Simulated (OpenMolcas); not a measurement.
## Ru2+: the spin-orbit constant, worked from levels

* Program: OpenMolcas 26.06
* Basis: ANO-RCC-VTZP [7s6p4d2f1g]
* Scalar Hamiltonian: DKH2, point nucleus
* Active space: 6 electrons in 10 orbitals (4d 5d)
* State averaging: 2S+1 = 5 even, 5 roots; 2S+1 = 3 even, 45 roots; 2S+1 = 1 even, 49 roots
* Spin-orbit coupling: state interaction with AMFI integrals over the reference wave functions, term energies averaged over their components

Methods: CASSCF; MS-CASPT2, IPEA 0.25 Eh, imaginary shift 0.1 Eh (closed shells correlated: 4s 4p). Measured levels: Moore, Atomic Energy Levels, vol. III, NSRDS-NBS 35 (1971 reprint of NBS Circular 467, 1958).

**The spin-orbit constant.** For the Hund term ⁵D of d6, E(J) = (A/2) J(J+1) + constant and ζ = -2S·A = -4A. From J = 0 to J = 4 the energy changes by 10 A.

```json
{"Source": "CASSCF", "E(4) - E(0)": "-2414.8", "A": "-241.5", "ζ": "966"}
{"Source": "MS-CASPT2", "E(4) - E(0)": "-2398.4", "A": "-239.8", "ζ": "959"}
{"Source": "measured", "E(4) - E(0)": "-2476.0", "A": "-247.6", "ζ": "990"}
```

All in cm-1. MS-CASPT2 is off by -3.1 % and CASSCF by -2.5 %. Both methods take the spin-orbit matrix elements from the reference wave functions, so the second can move ζ only through the term energies and any multistate remixing. Second-order mixing with other terms is absorbed into this ζ.

Term energies are means over components that CASPT2 splits; among the terms shown or strongly mixed into the levels shown the widest spread is 22 cm-1 (4d⁶ ⁵D, MS-CASPT2). Active for correlation alone: 5d; no level in the range computed is led by a configuration that fills it, so any true level of that kind is missing. Without dynamic correlation excited terms often stand tens of per cent too high (terms of higher spin than the ground term too low), and those without a measured partner can miss by more than the paired ones (holds for CASSCF). Measured partners are found by configuration, term and J. A level has none where our copy of the source lacks it or the pairing is in doubt (some pairs that miss far off the trend of their configuration count as doubtful), and it then counts in no deviation. Only configurations of the active space appear.
